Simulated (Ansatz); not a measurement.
An input meant for the cluster Be8 (charge 0, singlet).

```yaml
crystal:
  periodic: [false, false, false]
  atoms:
    - {symbol: Be, position_ang: [1.701637, 2.129767, 0.638278]}
    - {symbol: Be, position_ang: [1.745202, 1.353367, -3.067010]}
    - {symbol: Be, position_ang: [-1.927617, 1.851675, -0.829570]}
    - {symbol: Be, position_ang: [3.457314, -1.246388, -0.876443]}
    - {symbol: Be, position_ang: [-1.904043, 1.433236, 2.932853]}
    - {symbol: Be, position_ang: [0.327327, -1.883942, 2.044206]}
    - {symbol: Be, position_ang: [-3.298961, -1.541352, 1.010172]}
    - {symbol: Be, position_ang: [-0.100877, -2.096363, -1.852486]}
basis:
  gaussian: {orbitals: pcseg-2}
hamiltonian: {xc: {name: B2PLYP}}
```

```sh
$ ansatz run in.yaml --threads 4 --pin off --events-out ev --progress --plain --max-ram 3916MiB
```

Shortened log:

```
Functional definition: B2PLYP
1224 factors; integrals over basis functions are off by at most 2.0e-4 eV
mean field evaluation 1: about -3186.3059 eV, gradient 9.7e-1 eV
mean field evaluation 2: about -3186.3119 eV, gradient 1.0e0 eV
mean field evaluation 4: about -3186.3262 eV, gradient 1.2e-1 eV
mean field evaluation 8: about -3186.3264 eV, gradient 2.2e-4 eV
mean field -3186.32638621 eV, -117.0953349238 hartree, gradient 9.9e-6 eV, S^2 0.000000; 0 other end points of the search recorded, 0 dependent functions left out
reference -3186.32659283 eV, -117.0953425169 hartree; 16, 16 occupied and 104, 104 virtual orbitals, 1224 factors
second order -8.48007430 eV of doubles, -0.00000000 eV of singles
Total energy: -3188.61621289 eV, -117.1794845021 hartree
```

In this input the coordinates are in bohr but typed as ångström. The run converged. The result belongs to that input, not to the species as meant.

Correlated methods freeze no core orbitals. The restricted singlet is unstable towards broken spin symmetry at other levels; at RKS B2PLYP/pcseg-2 this wasn't settled.
